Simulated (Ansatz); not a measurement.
Species: H$_{2}$AlF$_{3}$Si, SMILES `F[Si](F)(F)[AlH2]` (charge 0, multiplicity 1).

Problem. Give a relaxed geometry from r2SCAN-D4/def2-TZVP (Ansatz, a quantum-chemistry and plane-wave program).

Solution. the end point of this relaxation (outside a Z-matrix the atoms follow the SMILES, hydrogens last).
Z-matrix (Å, degrees):
```
Si
F 1 1.5896
F 1 1.5914 2 105.89
F 1 1.5916 2 105.91 3 112.53
Al 1 2.4661 2 114.07 3 -123.87
H 5 1.5808 1 119.87 2 -2.38
H 5 1.5813 6 121.88 1 179.87
```
